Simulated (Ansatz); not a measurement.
Two isomers of C2H8OSi2: A = `CC1(O)[SiH2][SiH2]1`, B = `C=C[SiH2][SiH2]O`.

Calculated with Ansatz (gas phase, PBE0-D4/def2-TZVP geometries, no zero-point term in ΔE). CCSD(T)/CBS adds triple-zeta CCSD(T) − MP2 to the extrapolated MP2 energy (def2 sets, frozen cores). Functionals use def2-TZVPP. B3LYP here is the variant with VWN-RPA as its local correlation; programs differ in this. One conformer a species, not always the lowest.

A:

Z-matrix (Å, degrees):
```
C
C 1 1.510
H 1 1.096 2 111.1
H 1 1.094 2 111.5 3 119.5
H 1 1.094 2 110.6 3 -120.3
O 2 1.415 1 113.9 3 63.8
Si 2 1.917 1 117.5 3 -161.3
Si 2 1.934 1 117.8 3 -78.4
H 6 0.963 2 108.2 1 -71.3
H 7 1.481 2 116.3 1 -137.6
H 7 1.484 2 115.8 1 0.3
H 8 1.485 2 117.6 1 0.7
H 8 1.483 2 114.9 1 138.3
```

B:

Z-matrix (Å, degrees):
```
Si
C 1 1.861
Si 1 2.342 2 110.4
H 1 1.490 2 110.8 3 120.6
H 1 1.491 2 109.1 3 -119.8
C 2 1.330 1 123.6 3 115.1
H 2 1.089 1 118.1 3 -63.0
O 3 1.657 1 106.1 2 55.9
H 3 1.494 1 111.6 2 177.0
H 3 1.494 1 110.8 2 -64.5
H 6 1.087 2 121.8 1 1.6
H 6 1.087 2 122.1 1 -178.4
H 8 0.958 3 117.6 1 -178.8
```

Q: Which is lower in electronic energy at CCSD(T)/CBS, and by how much? (An estimate is asked.)

A: Ansatz gave: B, by 218.7 kJ/mol.

Q: Give E(B) − E(A) in kJ/mol with PBE0-D4, B2PLYP, B3LYP, ωB97M-V, CCSD/def2-TZVPP, PBE-D4, r2SCAN-D4. (An estimate is asked.)

A: Computed: PBE0-D4 -191.4, B2PLYP -224.7, B3LYP -225.6, ωB97M-V -208.8, CCSD/def2-TZVPP -225.1, PBE-D4 -183.3, r2SCAN-D4 -200.6. None reverses the order clearly.

Largest T1 diagnostic: 0.013.

The D4 term adds +5.5 kJ/mol with B3LYP and +2.6 kJ/mol with PBE0; it sums over pairs of atoms, weighted by their polarisabilities, and B3LYP, whose exchange is more repulsive, gets the larger term. From PBE to PBE0 (25 % exact exchange), in def2-TZVPP and without D4, E(B) − E(A) moves by −7.4 kJ/mol.
